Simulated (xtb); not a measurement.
Br4Hf, charge +1, doublet, from a rough starting geometry (GFN-xTB shapes and energies of metal compounds can be far from the true ones) (the multiplicity is a formal guess); GFN2-xTB run with xtb.

The xtb input:
```
$ xtb mol.xyz --gfn 2 --chrg 1 --uhf 1 --opt vtight --json

# file mol.xyz
5

Hf    -0.04878949     0.00409073    -0.03583901
Br     1.95716927    -0.54233239    -1.42635566
Br     0.76497478     0.29691025     2.31562411
Br    -1.00101675     2.04636784    -0.80647548
Br    -1.68889164    -1.85366688    -0.10681542
```

Task: What does xtb print? Leave out banner, timings and long lists.

Result: 
```
   ID    Z sym.   atoms
    1   72 Hf     1
    2   35 Br     2-5

           -------------------------------------------------
          |                Calculation Setup                |
           -------------------------------------------------

           -------------------------------------------------
          |                 G F N 2 - x T B                 |
           -------------------------------------------------

          ...................................................
          :                      SETUP                      :
          :.................................................:
          :  # basis functions                  50          :
          :  # atomic orbitals                  45          :
          :  # shells                           15          :
          :  # electrons                        31          :
          :  max. iterations                   250          :
          :  Hamiltonian                  GFN2-xTB          :
          :  restarted?                      false          :
          :  GBSA solvation                  false          :
          :  PC potential                    false          :
          :  electronic temp.          300.0000000     K    :
          :  accuracy                    1.0000000          :
          :  -> integral cutoff          0.2500000E+02      :
          :  -> integral neglect         0.1000000E-07      :
          :  -> SCF convergence          0.1000000E-05 Eh   :
          :  -> wf. convergence          0.1000000E-03 e    :
          :  Broyden damping             0.4000000          :
          :  net charge                          1          :
          :  unpaired electrons                  1          :
          ...................................................

 iter      E             dE          RMSdq      gap      omega  full diag
   1     -2.0789166 -0.207892E+01  0.450E+01    0.04       0.0  T
   2    -11.1078042 -0.902889E+01  0.314E+01   13.27       1.0  T
   3    -14.9473026 -0.383950E+01  0.211E+01    9.37       1.0  T
   4    -16.0759508 -0.112865E+01  0.178E+01    6.29       1.0  T
   5    -16.2654445 -0.189494E+00  0.167E+01    5.90       1.0  T
   6    -16.4136288 -0.148184E+00  0.159E+01    5.67       1.0  T
   7    -16.4199793 -0.635050E-02  0.159E+01    5.67       1.0  T
   8    -16.4280872 -0.810792E-02  0.159E+01    5.67       1.0  T
   9    -16.4560418 -0.279545E-01  0.152E+01    5.75       1.0  T
[...]
 * total energy  :   -17.5339700 Eh     change        0.2723226E-09 Eh
 * total energy  :   -17.5363732 Eh     change       -0.2403187E-02 Eh
 * total energy  :   -17.5373246 Eh     change       -0.9513292E-03 Eh
 * total energy  :   -17.5373368 Eh     change       -0.1223652E-04 Eh
 * total energy  :   -17.5377134 Eh     change       -0.3765994E-03 Eh
 * total energy  :   -17.5377305 Eh     change       -0.1713732E-04 Eh
 * total energy  :   -17.5377307 Eh     change       -0.1869318E-06 Eh
 * total energy  :   -17.5377345 Eh     change       -0.3765324E-05 Eh
 * total energy  :   -17.5377345 Eh     change       -0.4318275E-07 Eh
 * total energy  :   -17.5377354 Eh     change       -0.8489076E-06 Eh
 * total energy  :   -17.5377356 Eh     change       -0.1766687E-06 Eh
 * total energy  :   -17.5377356 Eh     change       -0.6401526E-07 Eh
   *** GEOMETRY OPTIMIZATION CONVERGED AFTER 12 ITERATIONS ***
         :: total energy             -17.537735620804 Eh    ::
[...]

     #   Z          covCN         q      C6AA      α(0)
     1  72 Hf       3.011     1.132   131.214    24.659
     2  35 Br       0.753    -0.033   185.296    21.946
     3  35 Br       0.753    -0.033   185.297    21.946
     4  35 Br       0.753    -0.033   185.298    21.946
     5  35 Br       0.753    -0.033   185.302    21.946

 Mol. C6AA /au·bohr⁶  :       4297.204903
 Mol. C8AA /au·bohr⁸  :     349750.568311
 Mol. α(0) /au        :        112.442201

Wiberg/Mayer (AO) data.
largest (>0.10) Wiberg bond orders for each atom

 ---------------------------------------------------------------------------
     #   Z sym  total        # sym  WBO       # sym  WBO       # sym  WBO
 ---------------------------------------------------------------------------
     1  72 Hf   3.532 --     5 Br   0.883     4 Br   0.883     3 Br   0.883
                             2 Br   0.883
     2  35 Br   1.184 --     1 Hf   0.883     5 Br   0.100     4 Br   0.100
                             3 Br   0.100
     3  35 Br   1.184 --     1 Hf   0.883     5 Br   0.100     4 Br   0.100
                             2 Br   0.100
     4  35 Br   1.184 --     1 Hf   0.883     5 Br   0.100     3 Br   0.100
                             2 Br   0.100
     5  35 Br   1.184 --     1 Hf   0.883     4 Br   0.100     2 Br   0.100
                             3 Br   0.100
 ---------------------------------------------------------------------------

Topologies differ in total number of bonds
Writing topology from bond orders to xtbtopo.mol

molecular dipole:
                 x           y           z       tot (Debye)
 q only:       -0.008      -0.020      -0.023
   full:       -0.012      -0.022      -0.022       0.086
molecular quadrupole (traceless):
                xx          xy          yy          xz          yz          zz
 q only:       -0.000      -0.004      -0.003      -0.001       0.001       0.003
  q+dip:        0.003      -0.010      -0.011      -0.002      -0.001       0.009
   full:        0.003      -0.014      -0.015      -0.003      -0.002       0.011

optimized geometry written to: xtbopt.xyz

           -------------------------------------------------
          | TOTAL ENERGY              -17.537735620804 Eh   |
          | GRADIENT NORM               0.000031221772 Eh/α |
          | HOMO-LUMO GAP               3.120795619382 eV   |
           -------------------------------------------------

normal termination of xtb
```
